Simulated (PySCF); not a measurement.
# Bond curve of RbHg

Set-up: PySCF, scalar-relativistic core potentials, basis sets Rb def2-SVP with ECP28, Hg def2-SVP with ECP60. Energies in eV from Rb + Hg in their ground configurations at the same level. State: ²Σ⁺ (doublet), unpaired electrons σ ↑.

All columns are PBE0. A positive dipole means Rb(−)Hg(+).

| R (Å) | E (eV) | μ (D) | Mulliken charge on Rb (basis-dependent) | HOMO (eV) | LUMO (eV) | Mayer bond order | ⟨S²⟩ |
| --- | --- | --- | --- | --- | --- | --- | --- |
| 3.678 | -0.010 | 0.10 | 0.10 | -2.78 | -1.24 | 0.25 | 0.75 |
| 3.849 | -0.033 | -0.04 | 0.09 | -2.80 | -1.26 | 0.23 | 0.75 |
| 4.020 | -0.043 | -0.16 | 0.08 | -2.82 | -1.27 | 0.21 | 0.75 |
| 4.149 | -0.047 | -0.23 | 0.07 | -2.83 | -1.28 | 0.19 | 0.75 |
| 4.277 | -0.047 | -0.28 | 0.06 | -2.84 | -1.29 | 0.18 | 0.75 |
| 4.405 | -0.046 | -0.33 | 0.05 | -2.85 | -1.29 | 0.16 | 0.75 |
| 4.576 | -0.043 | -0.37 | 0.04 | -2.86 | -1.30 | 0.15 | 0.75 |
| 4.790 | -0.038 | -0.39 | 0.03 | -2.87 | -1.30 | 0.12 | 0.75 |
| 5.047 | -0.032 | -0.40 | 0.02 | -2.88 | -1.29 | 0.10 | 0.75 |
| 5.389 | -0.024 | -0.37 | 0.01 | -2.88 | -1.27 | 0.07 | 0.75 |

A fit through these points gives, at Re = 4.245 Å, μ = -0.27 D and dμ/dR = -0.405 D/Å; the reduced mass is 59.78 u.

How strong is the fundamental in the double-harmonic approximation, I = 42.26·(dμ/dR)²/μred km/mol?

I = 42.26·(-0.405)²/59.78 = 0.116 km/mol at PBE0.

The bond is weak. Basis-set superposition, not corrected here, can be much of De in a small basis, most of all at correlated wavefunction levels. Functionals without a dispersion term scatter widely for such bonds, and LDA overbinds them. Spin–orbit coupling is left out. The state was picked by a PBE0 search and need not be the measured ground state.
